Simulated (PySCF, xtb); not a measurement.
ZrCl4, SMILES [Cl][Zr]([Cl])([Cl])[Cl], multiplicity 1.

Harmonic wavenumbers (cm⁻¹) from xtb with GFN2-xTB at its own minimum, in rising order: 73, 73, 73, 84, 84, 322, 403, 403, 403.

Task: What does PBE-D3(BJ)/def2-SVP (PySCF) give at its own minimum? (An estimate is asked for; the answer gives what the named calculation found.)

Result: 93, 93, 101, 101, 101, 364, 420, 420, 420. Paired by order, the mean absolute difference is 22 cm⁻¹ and the zero-point energies are 2.7 and 3.0 kcal/mol.
